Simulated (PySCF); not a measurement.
C10H10Si, SMILES `[SiH3]c1ccc2cccccc1-2`, neutral singlet in the gas phase. 

Cartesian coordinates (Å):
SMILES: [SiH3]c1ccc2cccccc1-2
```xyz
21

Si     3.1820    -0.6310    -0.0957
C      1.6296     0.3928    -0.0661
C      1.5762     1.8037    -0.0974
C      0.2503     2.2530    -0.0618
C     -0.5925     1.1318    -0.0062
C     -1.9853     1.1627     0.0420
C     -2.8869     0.1019     0.0984
C     -2.6182    -1.2696     0.1209
C     -1.3947    -1.9371     0.0936
C     -0.1065    -1.3987     0.0360
C      0.2908    -0.0669    -0.0089
H      4.3580     0.2895    -0.1503
H      3.3095    -1.4975     1.1198
H      3.2343    -1.5436    -1.2827
H      2.4523     2.4539    -0.1430
H     -0.0834     3.2903    -0.0744
H     -2.4276     2.1650     0.0342
H     -3.9447     0.3779     0.1291
H     -3.5005    -1.9159     0.1669
H     -1.4497    -3.0290     0.1210
H      0.7070    -2.1334     0.0247
```
Charge 0, multiplicity 1.

All levels are single points at this geometry (PBE0-D3(BJ)/def2-SVP); Pople sets use spherical d functions. Orbital energies aren't observables, and empty levels follow the basis.

B3LYP/3-21G in PySCF gives gap (eV) = 3.39.

Question: Estimate the gap (eV) from each of these levels: PBE0-D3(BJ)/def2-TZVP in PySCF; ωB97X-D3(BJ)/def2-TZVP in PySCF; M06-2X/6-31G* in PySCF; SVWN5/6-31G* in PySCF; HF/3-21G in PySCF.

Answer: 
| level | gap (eV) |
|---|---|
| PBE0-D3(BJ)/def2-TZVP in PySCF | 3.62 |
| ωB97X-D3(BJ)/def2-TZVP in PySCF | 7.35 |
| M06-2X/6-31G* in PySCF | 5.28 |
| SVWN5/6-31G* in PySCF | 2.10 |
| HF/3-21G in PySCF | 8.46 |
